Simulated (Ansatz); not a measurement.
`FC[SiH2]CS` + HI → `FC[SiH2]I` + CH₃SH  (ligand exchange at the Si–C bond)

Computed with Ansatz on PBE0-D4/def2-TZVP structures; ΔE is electronic, products minus reactants. CCSD(T)/CBS adds triple-zeta CCSD(T) − MP2 to the extrapolated MP2 energy (def2 sets, frozen cores). This one scheme is used for every species. DFT in def2-TZVPP. def2 core potentials past Kr. For I outer-core shells are correlated without core-valence functions, which leaves a few kJ/mol of doubt a bond. One conformer a species, not always the lowest.

```
             level  ΔE (eV)
           PBE0-D4    -0.90
    MP2/def2-TZVPP    -0.90
CCSD(T)/def2-TZVPP    -0.83
SCS-MP2/def2-QZVPP    -0.94
```

Task: What does CCSD(T)/CBS give? (Best estimate.)

Result: The calculation gave: -0.91 eV. The listed levels differ from it by 0.01, 0.01, 0.08, -0.03 eV.

Largest T1 diagnostic among the species: 0.011.

The D4 term adds +0.05 eV with B3LYP and +0.03 eV with PBE0; it sums over pairs of atoms, weighted by their polarisabilities, and B3LYP, whose exchange is more repulsive, gets the larger term. In def2-TZVPP, CCSD(T) changes the Hartree–Fock value by +0.19 eV (the triples alone add +0.02 eV) and MP2 by +0.11 eV.

B3LYP here is the variant with VWN-RPA as its local correlation; programs differ in this.
